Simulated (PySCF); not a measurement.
**Ionisation energy of Ta⁴⁸⁺ by level of theory**

Ta⁴⁸⁺ [Ar] 3d7 [3d3/2^4 3d5/2^3, M_J = 9/2] → Ta⁴⁹⁺ [Ar] 3d6 [3d3/2^4 3d5/2^2, M_J = 4], as a difference of total energies. Calculation: PySCF 2.14, in an uncontracted even-tempered set (15 s from 12 bohr⁻², ratio 2.8; 13 p from 16 bohr⁻², ratio 2.8; 8 d from 16 bohr⁻², ratio 2.8; 3 f from 56 bohr⁻², ratio 3); the two-component X2C-1e Hamiltonian. Correlated levels: [Ne] frozen; the 78 highest virtual spinors dropped. "Screened" scales the spin-orbit matrix elements by Boettger's factors to mimic the two-electron term; Breit and QED terms are absent.

| method | ionisation energy (eV) |
| --- | --- |
| GHF (spin-free) | 4296.1 |
| GMP2 (spin-free) | 4297.1 |
| GHF (screened spin-orbit) | 4280.4 |
| GMP2 (screened spin-orbit) | 4280.6 |

Breit and QED terms and the two-electron picture change are absent.

The spin-free rows relax to the high-spin LS determinant and lack the spin-orbit shift.

The labels give the starting determinants; with spin-orbit coupling the two ends relaxed to ⟨J²⟩ = 24.75, ⟨L²⟩ = 15.89, ⟨S²⟩ = 2.56 and ⟨J²⟩ = 20.01, ⟨L²⟩ = 12.70, ⟨S²⟩ = 2.95.

For comparison: 4278 ± 4 eV (theoretical estimate listed by NIST; NIST Atomic Spectra Database, ionization energies).
